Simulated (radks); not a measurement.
Charge is removed step by step from the 4f up level of the promethium ion Pm3+, starting from [Xe] 4f(up 4, down 0). Calculated with a radial shooting solver on a logarithmic mesh with Libxc functionals: scalar-relativistic Kohn-Sham, PBEsol, spin-polarised, spherical densities, point nucleus.

removed (e)  E - E(0) (eV)  eigenvalue (eV)  E minus straight line (eV)
0                    0.000          -32.870                       0.000
0.125                4.255          -35.131                      -1.030
0.25                 8.795          -37.430                      -1.774
0.375               13.625          -39.766                      -2.229
0.5                 18.749          -42.138                      -2.389
0.625               24.172          -44.546                      -2.251
0.75                29.899          -46.988                      -1.810
0.875               35.932          -49.464                      -1.061
1                   42.278          -51.973                       0.000

Removing the whole electron costs 42.278 eV by Delta-SCF, against 32.870 eV from minus the eigenvalue at the starting occupation. Slater's transition state (half an electron removed) gives 42.138 eV. Integrating minus the eigenvalue over the occupation (Janak's theorem) gives 42.232 eV. In this scalar-relativistic scheme the density is built from large components alone, so the theorem holds only approximately. The mean slope of the eigenvalue, de/dn, is 19.1 eV per electron. Ionisation energy of Pm3+ in the NIST Atomic Spectra Database: 41.2 eV (semi-empirical).
